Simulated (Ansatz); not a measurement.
A nudged elastic band was laid between two geometries of H₈N₂Si₂ (12 atoms, charge 0, multiplicity 1).

Method: RHF/def2-SVP (Ansatz 0.2.0).

```
movable images  : 9
climbing image  : yes
spring          : 5.0 eV/Å²
optimiser       : quadratic models (default)
start path      : through a guess of the saddle point
force threshold : 0.03 eV/Å
iteration limit : 60
end points      : relaxed
```

First end point:

```xyz
12
Properties=species:S:1:pos:R:3
N -1.104 0.958 -0.614
N -0.100 0.096 -0.095
Si -0.118 -0.250 1.611
Si 0.959 -0.430 -1.376
H -2.021 0.576 -0.458
H -1.054 1.866 -0.186
H 1.007 -1.154 1.931
H -1.403 -0.884 2.003
H 0.001 1.003 2.398
H 1.639 0.718 -2.019
H 0.215 -1.173 -2.419
H 1.979 -1.325 -0.777
```

Last end point:

```xyz
12
Properties=species:S:1:pos:R:3
N -1.313 0.608 -0.648
N -0.122 0.060 -0.098
Si 0.023 -0.015 1.634
Si 0.955 -0.436 -1.376
H -2.118 0.076 -0.364
H -1.436 1.563 -0.360
H 1.333 -0.603 1.984
H -1.071 -0.834 2.216
H -0.096 1.343 2.226
H 2.174 -0.997 -0.745
H 1.337 0.709 -2.235
H 0.333 -1.472 -2.233
```

Problem. What changes between the two ends?

Solution. No bond is made or broken. The dihedral Si3–N2–Si4–H11 goes from 120 to -120°. The two ends are copies of one structure, up to a mirror image or an exchange of like atoms.

Problem. What energy profile does the band end with?

Solution. The forces met the threshold. The highest image is number 5 of 0 to 10, 0.124 eV above the ends, which have the same energy within 2 meV. A vibrational analysis at the climbing image gives one clearly imaginary mode, 163i cm⁻¹: a first-order saddle point.

```csv
image,path coordinate (Å),energy (eV),dihedral Si3–N2–Si4–H11 (°)
0,0.00,0.000,120
1,0.45,0.011,133
2,0.91,0.041,147
3,1.36,0.080,159
4,1.81,0.112,169
5,2.27,0.124,180
6,2.72,0.112,-170
7,3.17,0.080,-159
8,3.63,0.041,-147
9,4.08,0.011,-134
10,4.54,0.000,-120
```

Problem. What is the geometry of the highest image?

Solution. 
```xyz
12
Properties=species:S:1:pos:R:3
N -1.338 0.702 -0.639
N -0.161 0.089 -0.137
Si 0.008 -0.028 1.592
Si 0.969 -0.479 -1.349
H -2.156 0.198 -0.344
H -1.411 1.650 -0.313
H 1.306 -0.676 1.884
H -1.097 -0.824 2.184
H -0.039 1.317 2.219
H 2.293 0.176 -1.193
H 0.425 -0.184 -2.687
H 1.202 -1.941 -1.217
```

Problem. What are the harmonic wavenumbers there?

Solution. 163i, 136, 207, 218, 320, 347, 578, 703, 747, 793, 796, 984, 1015, 1022, 1030, 1047, 1055, 1095, 1105, 1262, 1405, 1791, 2296, 2302, 2320, 2324, 2349, 2379, 3709, 3802 cm⁻¹.

Time of the run: 5.2 min on 1 thread of Intel(R) Xeon(R) 6975P-C (Granite Rapids) (shared host), peak memory 0.22 GiB.
